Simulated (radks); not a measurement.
All-electron atom: the antimony ion Sb2+ in [Kr] 4d10 5s2 4f1 (not the ground configuration). Calculated with a radial shooting solver on a logarithmic mesh with Libxc functionals: scalar-relativistic Kohn-Sham, SCAN, spin-unpolarised, spherical densities, finite nucleus; meta-GGA in the generalised Kohn-Sham scheme; Fermi nuclear charge, rms radius 4.6802 fm.

X-ray form factor f0, the Fourier transform of the density (f0(0) = 49):

| sin(theta)/lambda (1/angstrom) | f0 (electrons) |
|---|---|
| 0.05 | 48.007 |
| 0.1 | 45.998 |
| 0.15 | 43.677 |
| 0.2 | 41.063 |
| 0.25 | 38.320 |
| 0.3 | 35.627 |
| 0.4 | 30.752 |
| 0.5 | 26.751 |
| 0.6 | 23.625 |
| 0.8 | 19.416 |
| 1 | 16.679 |
| 1.25 | 13.866 |
| 1.5 | 11.321 |
| 2 | 7.624 |
